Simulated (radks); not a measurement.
Values are calculated unless marked as measured or tabulated.
Valence configurations of the palladium ion Pd3+ (all share [Kr]). Level of theory: Dirac Kohn-Sham, BLYP, spin-unpolarised, spherical densities, finite nucleus; open shells are shared between the two j in proportion to 2j + 1; Fermi nuclear charge, rms radius 4.5318 fm (a radial shooting solver on a logarithmic mesh with Libxc functionals). Order these by energy: 4d6.5 5p0.5; 4d5 5s2; 4d6 5s1; 4d5 5p2; 4d4 5s2 5p1; 4d7; 4d6 5p1; 4d5 5s1 5p1; 4d6.5 5s0.5; 4d5.5 5p1.5.

Answer. From the lowest, in eV above it: 4d7 0.000; 4d6.5 5s0.5 5.621; 4d6.5 5p0.5 9.389; 4d6 5s1 11.842; 4d6 5p1 19.607; 4d5 5s2 26.148; 4d5.5 5p1.5 30.674; 4d5 5s1 5p1 34.327; 4d5 5p2 42.604; 4d4 5s2 5p1 51.644. NIST lists [Kr] 4d7 as the ground configuration; this level of theory agrees among the configurations tried. The energies are those of spherical spin-averaged densities, not of single terms.
